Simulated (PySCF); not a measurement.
H3O3Zr, neutral, multiplicity 2. Atoms are numbered in the order given.

```xyz
7

Zr     0.0000     0.0000     0.0000
O      1.9331     0.0000     0.0000
H      2.8989     0.0000     0.0000
O     -0.9666    -1.6741     0.0000
H     -1.4494    -2.5105     0.0000
O     -0.9666     1.6741     0.0000
H     -1.4494     2.5105     0.0000
```
Charge 0, spin multiplicity 2.

Coordinates come from a PBE-D3(BJ)/def2-SVP optimisation. The multiplicity is an assumed one; other spin states were not compared. The isomer is the one that the SMILES or the coordinates give; other isomers of the formula were not compared. The def2 effective core potentials stand for the cores of Zr; spin–orbit coupling is left out. One conformer was computed; it need not be the lowest.

Calculation: TDA-PBE/def2-SVPD (PySCF).

Vertical excitations; the highest root listed may be one member of a degenerate set. Isolated molecule, no solvent.

Computed UV-visible absorptions:
| state | energy (eV) | λ (nm) | f | main pairs |
|---|---|---|---|---|
| root 1 | 2.07 | 598 | 0.000 | α HOMO→LUMO+1 (degenerate set) |
| root 2 | 2.07 | 598 | 0.000 | α HOMO→LUMO (degenerate set) |
| root 3 | 3.00 | 413 | 0.000 | α HOMO→LUMO+2 99 % |
| root 4 | 3.29 | 377 | 0.012 | α HOMO→LUMO+4 (degenerate set) |
| root 5 | 3.29 | 377 | 0.012 | α HOMO→LUMO+5 (degenerate set) |
| root 6 | 3.41 | 364 | 0.286 | α HOMO→LUMO+3 98 % |
| root 7 | 3.71 | 334 | 0.042 | α HOMO→LUMO+7 (degenerate set) |
| root 8 | 3.71 | 334 | 0.042 | α HOMO→LUMO+6 (degenerate set) |
| root 9 | 5.12 | 242 | 0.000 | β HOMO→LUMO 100 % |
| root 10 | 5.29 | 234 | 0.030 | β HOMO−1→LUMO 96 % |
Unrestricted roots are not spin-pure.
